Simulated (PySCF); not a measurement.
# Two-component Hartree-Fock for Lu (lutetium, neutral)

Start: [Xe] 4f14 5d1 6s2; 5d5/2 filled at m_j = +5/2. Calculated with PySCF 2.14 in x2c-TZVPall-2c (11s11p10d2f1g, 117 functions): generalised Hartree-Fock with the X2C-1e Hamiltonian and a Gaussian nucleus; spin-orbit coupling (SO) screened by Boettger's factors. This is a chosen level, not necessarily the ground level.

```csv
spinor shell,electrons,"ε, screened SO (eV)",weight of nominal j (screened SO),"rms radius, screened SO (bohr)"
1s1/2,2,-63633.0,1.000,0.0219
2s1/2,2,-10964.7,1.000,0.0884
2p1/2,2,-10445.6,1.000,0.0754
2p3/2,4,-9322.6,1.000,0.0825
3s1/2,2,-2542.6,1.000,0.227
3p1/2,2,-2313.1,1.000,0.218
3p3/2,4,-2069.1,1.000,0.232
3d3/2,4,-1684.0,1.000,0.206
3d5/2,6,-1631.2,1.000,0.210
4s1/2,2,-535.45,1.000,0.509
4p1/2,2,-440.61,1.000,0.520
4p3/2,4,-384.61,1.000,0.552
4d3/2,4,-228.16,1.000,0.585
4d5/2,6,-217.64,1.000,0.597
5s1/2,2,-73.550,1.000,1.27
5p1/2,2,-44.124,0.998,1.42
5p3/2,4,-37.113,0.999,1.55
4f5/2,6,-23.268,0.999,0.792
4f7/2,8,-21.716,0.999,0.805
6s1/2,2,-6.143,0.984,4.13
5d5/2,1,-5.072,1.000,3.16
```

```csv
quantity,screened SO
E (hartree),-14566.82284
M_J,5/2
⟨J²⟩,8.999
⟨L²⟩,6.308
⟨S²⟩,0.921
```

Each row is a mean over spinors that exchange with the open shell spreads, by up to 2.029 eV (5p3/2).

⟨J²⟩ departs a little from M_J(M_J + 1) because the unrestricted spinors polarise the closed shells.

Breit and QED terms are absent; they matter most for the inner s and p1/2 levels.

Densities and radii are taken from the X2C orbitals without a picture-change correction, which distorts them close to the nucleus.
